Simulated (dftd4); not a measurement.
HCl3Si, charge +1, doublet, geometry from GFN2-xTB (a state made from the parent by changing its charge; the spin is typed, not shown lowest); D4 for hf in dftd4.

Input for dftd4:
```
$ dftd4 mol.xyz --func hf --charge 1 --json dftd4.json --noedisp --grad

# file mol.xyz
5

Si     0.01770168    -0.01016261     0.30255016
Cl    -1.27526529    -1.48167714    -0.09388585
Cl    -0.65572490     1.84395460    -0.01842661
Cl     1.91024453    -0.35036729    -0.24226395
H      0.10485246    -0.06019626     1.79209681
```

It wrote (shortened):

```
                    ____  _____ _____     ____  _  _
      -------------|  _ \|  ___|_   _|---|  _ \| || |------------
     |             | | | | |_    | | ___ | | | | || |_           |
     |             | |_| |  _|   | ||___|| |_| |__   _|          |
     |             |____/|_|     |_|     |____/   |_|            |
     |             ===================================           |
     |            E. Caldeweyher, S. Ehlert & S. Grimme          |
     |          Mulliken Center for Theoretical Chemistry        |
     |                    University of Bonn                     |
      -----------------------------------------------------------

Rational (Becke-Johnson) damping: hf-D4-ATM
---------------------
  s6         1.0000
  s8         1.6168
  s9         1.0000
  a1         0.4496
  a2         3.3574
 alp        16.0000
--------------------

Dispersion energy:      -1.9715220256291E-02 Eh

Gradient norm:           4.0473555944738E-03 Eh/a0
--------------------------------------------------
     #    Z           dE/dx      dE/dy      dE/dz
--------------------------------------------------
     1   14 Si    4.829E-05 -2.772E-05  8.254E-04
     2   17 Cl   -1.488E-03 -1.723E-03 -1.683E-04
     3   17 Cl   -7.670E-04  2.149E-03 -8.046E-05
     4   17 Cl    2.221E-03 -4.060E-04 -3.411E-04
     5    1 H    -1.378E-05  7.911E-06 -2.355E-04
--------------------------------------------------

Virial:
--------------------------------------------------
      component           x          y          z
--------------------------------------------------
          x       1.255E-02  2.503E-05 -7.450E-04
          y       2.503E-05  1.258E-02  4.277E-04
          z      -7.450E-04  4.277E-04 -1.368E-04
--------------------------------------------------

[Info] Dispersion results written to 'dftd4.txt'
[Info] JSON dump of results written to 'dftd4.json'
```
